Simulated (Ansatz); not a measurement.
Input for Ansatz (an electronic-structure program): R-CCSD(T)/def2-TZVPP on CrF6 (SMILES [F][Cr]([F])([F])([F])([F])[F]).

Ansatz 0.2 input:
```yaml
crystal:
  periodic: [false, false, false]
  atoms:
    - {symbol: Cr, position_ang: [-0.00000000, 0.00000000, -0.00000000]}
    - {symbol: F, position_ang: [1.72663286, 0.00000000, 0.00000000]}
    - {symbol: F, position_ang: [-1.72663286, 0.00000000, 0.00000000]}
    - {symbol: F, position_ang: [0.00000000, 1.72663286, 0.00000000]}
    - {symbol: F, position_ang: [0.00000000, -1.72663286, -0.00000000]}
    - {symbol: F, position_ang: [-0.00000000, 0.00000000, 1.72663286]}
    - {symbol: F, position_ang: [0.00000000, -0.00000000, -1.72663286]}
basis:
  gaussian:
    orbitals: def2-TZVPP
magnetization: {spin_polarized: false}
correlation: {method: ccsd_t, electrons: outside_noble_gas}
scf: {lower_state_search: off}
```

It printed:

```
WARN ansatz: RAYON_NUM_THREADS=4 ignored (pool sized by the plan → 4); use --threads N
Functional definition: HF
these checks for a lower state are left out or cut short: stability, starts, cluster_reference, orbital_swaps, neighbouring_geometries, increment
integrals: 1.56 GiB planned
1699 factors; integrals over basis functions are off by at most 1.3e-3 eV
mean field: 1.26 GiB planned
mean field evaluation 1: about -44587.1696 eV, gradient 1.4e2 eV
mean field evaluation 2: about -44587.4425 eV, gradient 1.4e2 eV
mean field evaluation 4: about -44617.5314 eV, gradient 5.4e1 eV
mean field evaluation 8: about -44621.2459 eV, gradient 7.2e-1 eV
mean field evaluation 16: about -44621.3016 eV, gradient 1.2e-6 eV
mean field -44621.30162410 eV, -1639.8025892812 hartree, gradient 2.8e-6 eV, S^2 0.000000; 0 other end points of the search recorded, 0 dependent functions left out
15 core orbitals not correlated
reference -44621.30162410 eV, -1639.8025892812 hartree; 24, 24 occupied and 211, 211 virtual orbitals, 1699 factors
second order -57.83437057 eV of doubles, -0.00000000 eV of singles
coupled cluster: 4.41 GiB planned
cycle   1  -42.60658479 eV  change     1.5e1 eV  update   7.9e-1
cycle   2  -51.47720437 eV  change    -8.9e0 eV  update    1.2e0
cycle   3  -52.07295923 eV  change   -6.0e-1 eV  update   1.6e-1
cycle   4  -52.05913948 eV  change    1.4e-2 eV  update   1.1e-1
cycle   5  -51.91850983 eV  change    1.4e-1 eV  update   3.7e-2
cycle   6  -51.97140934 eV  change   -5.3e-2 eV  update   1.9e-2
cycle   7  -51.99142060 eV  change   -2.0e-2 eV  update   4.8e-3
cycle   8  -51.98008448 eV  change    1.1e-2 eV  update   4.1e-3
cycle   9  -51.97513402 eV  change    5.0e-3 eV  update   1.0e-3
cycle  10  -51.97606906 eV  change   -9.4e-4 eV  update   2.3e-4
cycle  11  -51.97627830 eV  change   -2.1e-4 eV  update   5.2e-5
cycle  12  -51.97627949 eV  change   -1.2e-6 eV  update   2.6e-5
cycle  13  -51.97630157 eV  change   -2.2e-5 eV  update   7.8e-6
perturbative correction -4.30487521 eV, -0.1582012462 hartree
Total energy: -44677.58280089 eV, -1641.8708843794 hartree
Checks for a lower state left out: stability, starts, cluster_reference, orbital_swaps, neighbouring_geometries, increment
```

Self-consistency was reached.

Cost: roughly 4 core-minutes.
